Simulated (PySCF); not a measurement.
## Ionisation energy of Mo²⁵⁺ by level of theory

Mo²⁵⁺ [Ne] 3s2 3p5 (2P) → Mo²⁶⁺ [Ne] 3s2 3p4 (3P), as a difference of total energies. Calculation: PySCF 2.14, in an uncontracted even-tempered set (18 s from 2.9 bohr⁻², ratio 2.5; 12 p from 3.8 bohr⁻², ratio 2.5; 5 d from 19 bohr⁻², ratio 2.7; 4 f from 28 bohr⁻², ratio 2.7); the spin-free X2C one-electron Hamiltonian (Gaussian nucleus). Correlated levels: outer shells: 1s2 frozen; virtual orbitals above 40 to 60 times the deepest correlated orbital energy dropped. The calculations carry no spin-orbit coupling.

```tsv
method	ionisation energy (eV)
UHF	1327.8
LDA	1330.0
PBE0	1330.0
r2SCAN	1330.2
M06-2X	1330.2
M06-L	1329.8
MP2 (outer shells)	1328.8
```

**Question.** Estimate what SCS-MP2 (outer shells) gives.

**Answer.** 1328.8 eV, closest to MP2 (outer shells) among the rows shown.

**Question.** Estimate what PBE gives.

**Answer.** 1330.0 eV, closest to PBE0 among the rows shown.

Spin-orbit coupling is strong in these open shells (close to jj coupling). The scalar numbers leave it out and a first-order estimate fails, so it can dominate the gap to the real levels.

Breit and QED terms and the two-electron picture change are absent.

For comparison: 1319.6 ± 1.4 eV (semi-empirical (NIST evaluation); NIST Atomic Spectra Database, ionization energies).
